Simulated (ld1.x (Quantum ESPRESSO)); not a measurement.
**What one change does to a pseudopotential (In, TM)**

```json
{
  "Element": "indium (In)",
  "Generator": "ld1.x (Quantum ESPRESSO) 7.5",
  "Type": "norm-conserving Troullier–Martins (Kleinman–Bylander form)",
  "Functional": "PBE",
  "Relativity": "scalar-relativistic",
  "Frozen core": "[Kr] 4d10",
  "Valence charge": "3",
  "Reference configuration": "5s2 5p1",
  "Partial waves": "5s (bound): rc 2.25 bohr; 5p (bound): rc 2.90 bohr",
  "Local potential": "all-electron potential smoothed inside 1.85 bohr (lloc = -2)",
  "Core correction": "a·sin(br)/r model core inside 1.85 bohr"
}
```

Change: all radii but the core radius scaled by about 1.34 (s 3.02, p 3.90 bohr); local potential all-electron potential smoothed inside 2.48 bohr (lloc = -2).

Cutoffs: the cutoffs (Ry, on a coarse ladder) from which the occupation-weighted sum of valence levels, in a spherical-Bessel basis at the reference potential, stays within 10 and 1 mRy of its value at 400 Ry; they do not see the model core or the augmentation charge, which bear on the density cutoff. Errors are all-electron minus pseudo energies relative to the spin-unpolarised reference configuration.

Q: Predict the effect on cutoff, ghosts and configuration errors.

A: The potential gets softer (10 Ry and 25 Ry → 8 Ry and 15 Ry); of the 7 tests that both files solve, the error grows in 6 and shrinks in 0 by more than 15 % and 0.3 meV (median size 19.4 → 25.6 meV); neither file shows a bound ghost. A larger radius leaves more room for a smooth pseudo-wave, so fewer plane waves are needed. More of the atom is replaced by a form fitted at one configuration, so other configurations suffer.

```csv
quantity,base,changed
"cutoff, loose",10 Ry,8 Ry
"cutoff, tight",25 Ry,15 Ry
loose cutoff by channel (10 mRy a level),"s 8 Ry, p 6 Ry","s 6 Ry, p 6 Ry"
bound ghosts,none,none
"error for 5s2 5p0, meV [ΔE 5.36 eV]",-15,-19
"error for 5s1 5p0, meV [ΔE 24.60 eV]",-204,-256
"error for 5s2 5p0.5, meV [ΔE 1.94 eV]",-2.5,-2.9
"error for 5s1 5p1, meV [ΔE 11.96 eV]",-55,-65
"error for 5s2 5p1.3, meV [ΔE -0.53 eV]",-0.2,-0.2
"error for 5s1 5p2, meV [ΔE 5.84 eV]",-19,-26
"error for 5s0 5p3, meV [ΔE 11.95 eV]",-75,-104
```
